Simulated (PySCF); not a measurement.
F₃Si, SMILES F[Si](F)F, multiplicity 2. Atoms are numbered in the order given.

```xyz
4

F      1.2964     0.7485    -0.1952
Si     0.0000     0.0000     0.3764
F     -1.2964     0.7485    -0.1952
F      0.0000    -1.4970    -0.1952
```
Charge 0, spin multiplicity 2.

Geometry: PBE-D3(BJ)/def2-TZVP. The isomer is the one that the SMILES or the coordinates give; other isomers of the formula were not compared.

These are PySCF with PBE/def2-TZVPD values and carry that method's errors.

Mulliken values depend strongly on the basis, most of all with diffuse functions as here. ESP charges are fitted to the potential on shells at 1.4 to 2.0 van der Waals radii. Atomic charges (e):

```json
[
 {"atom": "F1", "meta-Löwdin": "-0.46", "ESP fit": "-0.15", "Mulliken spin": "0.05"},
 {"atom": "Si2", "meta-Löwdin": "1.38", "ESP fit": "0.44", "Mulliken spin": "0.86"},
 {"atom": "F3", "meta-Löwdin": "-0.46", "ESP fit": "-0.15", "Mulliken spin": "0.05"},
 {"atom": "F4", "meta-Löwdin": "-0.46", "ESP fit": "-0.15", "Mulliken spin": "0.05"}
]
```
